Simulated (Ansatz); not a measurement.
`N[SiH](N)[Ga]([F])[Cl]` → `[NH2][Ga]([F])[Cl]` + `N[SiH]`  (silylene formation by 1,1-elimination)

Calculated with Ansatz (gas phase, PBE0-D4/def2-TZVP geometries, no zero-point term in ΔE). CCSD(T)/CBS is the MP2 limit (def2-TZVPP, def2-QZVPP) plus CCSD(T) − MP2 in def2-TZVPP, frozen cores. This one scheme is used for every species. DFT in def2-TZVPP. For Ga outer-core shells are correlated without core-valence functions, which leaves a few kJ/mol of doubt a bond. Scalar relativity is left out up to krypton. One conformer a species, not always the lowest.

```json
{"level": "PBE-D4", "ΔE (eV)": "2.28"}
{"level": "BLYP-D4", "ΔE (eV)": "2.13"}
{"level": "r2SCAN-D4", "ΔE (eV)": "2.37"}
{"level": "MP2/def2-QZVPP", "ΔE (eV)": "2.24"}
```

Task: What does CCSD(T)/CBS give? (Best estimate.)

Result: Ansatz gave: +2.16 eV. The listed levels differ from it by 0.12, -0.03, 0.21, 0.08 eV.

Largest T1 diagnostic among the species: 0.015.

From PBE to PBE0 (25 % exact exchange), in def2-TZVPP and without D4, ΔE moves by +0.08 eV. The D4 term adds +0.18 eV with B3LYP and +0.10 eV with PBE0; it sums over pairs of atoms, weighted by their polarisabilities, and B3LYP, whose exchange is more repulsive, gets the larger term.

B3LYP here is the variant with VWN-RPA as its local correlation; programs differ in this.
